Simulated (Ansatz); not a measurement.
CH6GeOSi can be A, `[GeH3][SiH]1CO1`, or B, `[SiH3][CH]1[O][GeH2]1`.

Gas-phase electronic energies from Ansatz, PBE0-D4/def2-TZVP geometries. CCSD(T)/CBS is the MP2 limit (def2-TZVPP, def2-QZVPP) plus CCSD(T) − MP2 in def2-TZVPP, frozen cores. Functionals use def2-TZVPP. B3LYP here is the variant with VWN-RPA as its local correlation; programs differ in this. For Ge outer-core shells are correlated without core-valence functions, which leaves a few kJ/mol of doubt a bond. Scalar relativity is left out up to krypton.

A:

```xyz
10

Ge   -0.933   -1.364   -0.771
Si   -0.326    0.711    0.195
C     1.321    1.005    0.893
O     1.009    1.477   -0.458
H    -1.635   -1.151   -2.122
H     0.328   -2.213   -0.984
H    -1.897   -2.114    0.163
H    -1.449    1.605    0.575
H     1.500    1.815    1.597
H     2.084    0.229    0.911
```

B:

```xyz
10

Si   -0.690    1.358    0.377
C     0.682    0.186   -0.113
O     0.582   -0.384   -1.438
Ge    0.385   -1.695   -0.186
H    -0.644    2.607   -0.431
H    -2.002    0.693    0.157
H    -0.542    1.705    1.816
H     1.700    0.479    0.157
H     1.554   -2.674   -0.184
H    -1.025   -2.277   -0.155
```

(1) Which is lower in electronic energy at CCSD(T)/CBS, and by how much? (Best estimate.)

(2) Give E(B) − E(A) in kJ/mol with B2PLYP, HF/def2-TZVPP, CCSD/def2-TZVPP, ωB97M-V, B3LYP-D4, MP2/def2-TZVPP, B3LYP. (Best estimate.)

Largest T1 diagnostic: 0.014.

Results:

(1) Computed: A, by 77.6 kJ/mol.

(2) The calculation gave: B2PLYP 82.0, HF/def2-TZVPP 90.7, CCSD/def2-TZVPP 83.0, ωB97M-V 86.0, B3LYP-D4 85.3, MP2/def2-TZVPP 74.9, B3LYP 87.5. None reverses the order clearly.

In def2-TZVPP, CCSD(T) changes the Hartree–Fock value by −11.6 kJ/mol (the triples alone add −3.8 kJ/mol) and MP2 by −15.8 kJ/mol. From PBE to PBE0 (25 % exact exchange), in def2-TZVPP and without D4, E(B) − E(A) moves by +3.8 kJ/mol.
